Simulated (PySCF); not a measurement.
**Working out the ionisation energy of Tc**

Tc [Kr] 4d5 5s2 (6S) → Tc⁺ [Kr] 4d5 5s1 (7S). All numbers are calculated (PySCF 2.14, scalar relativity through the core potential, in def2-TZVPPD with the def2 core potential (28 electrons)). Frozen: 4s2 4p6. Energies in hartree (1 hartree = 27.21139 eV):

```json
{"part": "UHF", "Tc (lower)": "-80.112718", "Tc⁺ (upper)": "-79.909059"}
{"part": "CCSD correlation", "Tc (lower)": "-0.131191", "Tc⁺ (upper)": "-0.085439"}
{"part": "(T)", "Tc (lower)": "-0.004945", "Tc⁺ (upper)": "-0.001488"}
```

Problem. What does Hartree-Fock give?

Solution. (-79.909059) − (-80.112718) = 0.203659 hartree = 5.542 eV.

Problem. What do CCSD and CCSD(T) give?

Solution. The CCSD correlation energies differ by 0.045752 hartree = 1.245 eV and the triples by 0.003457 hartree = 0.094 eV, so CCSD gives 6.787 eV and CCSD(T) 6.881 eV.

Measured between the centres of the two terms (NIST): 7.119 eV, so CCSD(T) (valence) is off by -0.238 eV.

What remains against the reference includes basis incompleteness, the frozen core and higher excitations.
